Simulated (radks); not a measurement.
Values are calculated unless marked as measured or tabulated.
Species: the osmium ion Os39+. Configuration: [Kr] 5s1 (not the ground configuration). Code: a radial shooting solver on a logarithmic mesh with Libxc functionals. Model: Dirac Kohn-Sham, PBE, spin-unpolarised, spherical densities, point nucleus. Some entries of the table are withheld. Estimate them.

| orbital | occ. | eigenvalue (hartree) | <1/r> (bohr^-1) |
|---|---|---|---|
| 1s1/2 | 2 | (1) | (2) |
| 2s1/2 | 2 | -537.2500 | 22.12 |
| 2p1/2 | 2 | -517.1594 | 22.07 |
| 2p3/2 | 4 | -460.8452 | 18.32 |
| 3s1/2 | 2 | -173.0194 | 8.225 |
| 3p1/2 | 2 | -164.2273 | 8.135 |
| 3p3/2 | 4 | -151.5893 | 7.169 |
| 3d3/2 | 4 | -137.1912 | 7.053 |
| 3d5/2 | 6 | -134.4299 | 6.828 |
| 4s1/2 | 2 | -78.70330 | (3) |
| 4p1/2 | 2 | -74.92181 | 3.822 |
| 4p3/2 | 4 | -70.94241 | 3.499 |
| 4d3/2 | 0 | (4) | 3.381 |
| 4d5/2 | 0 | (5) | 3.307 |
| 5s1/2 | 1 | -44.66414 | 2.229 |
| 5p1/2 | 0 | (6) | 2.187 |
| 5p3/2 | 0 | (7) | 2.045 |

Answer. 
(1) 1s1/2 eigenvalue (hartree): -2776.279
(2) 1s1/2 <1/r> (bohr^-1): 90.52
(3) 4s1/2 <1/r> (bohr^-1): 3.896
(4) 4d3/2 eigenvalue (hartree): -64.91119
(5) 4d5/2 eigenvalue (hartree): -64.05497
(6) 5p1/2 eigenvalue (hartree): -42.86956
(7) 5p3/2 eigenvalue (hartree): -41.16748
